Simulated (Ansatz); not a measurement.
`[SH][Al]([Cl])[Cl]`, charge 0, multiplicity 1.

(1) Give a relaxed structure at PBE0-D4/def2-TZVP (the Gaussian-basis code of Ansatz). (Best estimate.)

## Answers

(1) The calculation gave: 
Z-matrix (Å, degrees):
```
Al
S 1 2.158
Cl 1 2.080 2 121.1
Cl 1 2.076 2 119.0 3 180.0
H 2 1.345 1 92.1 3 -0.0
```
Point group Cs.
